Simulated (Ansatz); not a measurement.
One change: `O[CH2][GeH2][SiH3]` becomes `[NH2][GeH2][CH2]O`.

Ansatz, PBE0-D4/def2-TZVP geometries, multiplicity 1. Each molecule was computed in one conformer, which needn't be the lowest.

Scalar relativity is left out up to krypton.

```tsv
property	`O[CH2][GeH2][SiH3]`
size of the dipole moment (ωB97M-V/def2-TZVPP) / D	1.78
LUMO energy (B3LYP/def2-TZVPP) / eV	0.08
HOMO–LUMO gap (B3LYP/def2-TZVPP) / eV	7.84
size of the dipole moment (PBE/def2-TZVPP) / D	1.77
HOMO energy (ωB97M-V/def2-TZVPP) / eV	-10.04
HOMO–LUMO gap (PBE/def2-TZVPP) / eV	5.94
```

**Question.** Give the same properties after the change, and the shifts. (An estimate is asked.)

**Answer.** Ansatz gave: 
```csv
property,`[NH2][GeH2][CH2]O`,shift
size of the dipole moment (ωB97M-V/def2-TZVPP) / D,2.66,0.88
LUMO energy (B3LYP/def2-TZVPP) / eV,-0.08,-0.16
HOMO–LUMO gap (B3LYP/def2-TZVPP) / eV,6.94,-0.90
size of the dipole moment (PBE/def2-TZVPP) / D,2.46,0.69
HOMO energy (ωB97M-V/def2-TZVPP) / eV,-9.55,0.49
HOMO–LUMO gap (PBE/def2-TZVPP) / eV,5.14,-0.80
```

With PBE0 the HOMO rises by 0.74 eV and the LUMO falls by 0.07 eV, so the gap narrows by about 0.81 eV. PBE moves the HOMO by 0.72 eV and ωB97M-V by 0.49 eV. Dipoles are sizes alone; their direction can turn.

B3LYP here is the variant with VWN-RPA as its local correlation; programs differ in this.
